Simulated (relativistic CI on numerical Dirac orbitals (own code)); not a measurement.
**What each ingredient does to the levels of As28+**

Base calculation: Dirac-Coulomb-Breit CI, KLI orbitals optimised for each configuration, model QED, unscaled Slater integrals.

Configuration list (outside the closed core 1s2): 2s2.2p, 2s.2p2, 2p3, 2p2.3s, 2p2.3p, 2p2.3d, 2s2.3s, 2s2.3p, 2s2.3d, 2s.2p.3s, 2s.2p.3p, 2s.2p.3d, 2s2.4s, 2s2.4p, 2s2.4d, 2s2.4f. Levels of other configurations are missing.

The lowest level and the first level of each name with at least 55 % of one term (blank where a level has no safe partner in the second run):

```tsv
Level	Base (eV)	Shift (eV)
2s2.2p 2P°_1/2	0.00	0.00
2s2.2p 2P°_3/2	41.73	0.00
2s.2p2 4P_1/2	74.49	+0.35
2s.2p2 4P_3/2	98.89	+0.35
2s.2p2 4P_5/2	113.22	+0.35
2s.2p2 2D_3/2	146.37	+0.35
2s.2p2 2P_1/2	157.92	+0.35
2s.2p2 2D_5/2	162.70	+0.35
2s.2p2 2S_1/2	202.47	+0.35
2s.2p2 2P_3/2	204.15	+0.35
2p3 4S°_3/2	237.46	+0.55
2p3 2D°_3/2	269.71	+0.55
2p3 2D°_5/2	279.91	+0.55
2p3 2P°_1/2	303.11	+0.54
2p3 2P°_3/2	332.19	+0.54
2s2.3s 2S_1/2	1726.88	+0.88
2s2.3p 2P°_1/2	1757.07	+1.10
2s2.3p 2P°_3/2	1768.83	+1.10
2s.2p.3s 4P°_1/2	1786.24	+1.15
2s.2p.3s 4P°_3/2	1794.43	+1.15
2s2.3d 2D_3/2	1795.93	+0.73
2s2.3d 2D_5/2	1799.51	+0.73
```

At this charge energies of transitions that change n are usually good to better than 1 %, and those within a shell (Δn = 0) to a few per cent.

(1) One thing was changed in a second run, which moved the levels as shown. Which?
A. QED terms removed
B. P86 correlation estimate
C. configuration mixing switched off
D. Breit term removed

Results:

(1) B. P86 correlation estimate. A correlation estimate moves all levels of a configuration together before mixing; mixed levels move by a weighted share.

LS names give the leading component of a level, which can be under half, so a name can repeat, a term be missing and a line seem to break the LS rules.
